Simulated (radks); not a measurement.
Problem. Valence configurations of Ir+ (all share [Xe]). All-electron calculation, scalar-relativistic Kohn-Sham, PBE, spin-unpolarised, spherical densities, point nucleus. Program: a radial shooting solver on a logarithmic mesh with Libxc functionals. Order these by energy: 4f14 5d6 6s1 6p1; 4f14 5d7 6s1; 4f14 5d7 6p1; 4f13 5d7 6s1 6p1; 4f14 5d7 6s0.5 6p0.5; 4f13 5d7 6s2; 4f14 5d8; 4f12 5d9 6s1; 4f14 5d5.5 6s1.5 6p1; 4f14 5d6 6s2.

Solution. From the lowest, in eV above it: 4f14 5d8 0.000; 4f14 5d7 6s1 1.247; 4f14 5d6 6s2 3.557; 4f14 5d7 6s0.5 6p0.5 4.452; 4f14 5d7 6p1 7.718; 4f14 5d6 6s1 6p1 10.480; 4f14 5d5.5 6s1.5 6p1 12.296; 4f13 5d7 6s2 64.595; 4f13 5d7 6s1 6p1 71.682; 4f12 5d9 6s1 130.74. NIST lists [Xe] 4f14 5d7 6s1 as the ground configuration; this level of theory puts 4f14 5d8 lower, by 1.247 eV. The energies are those of spherical spin-averaged densities, not of single terms.
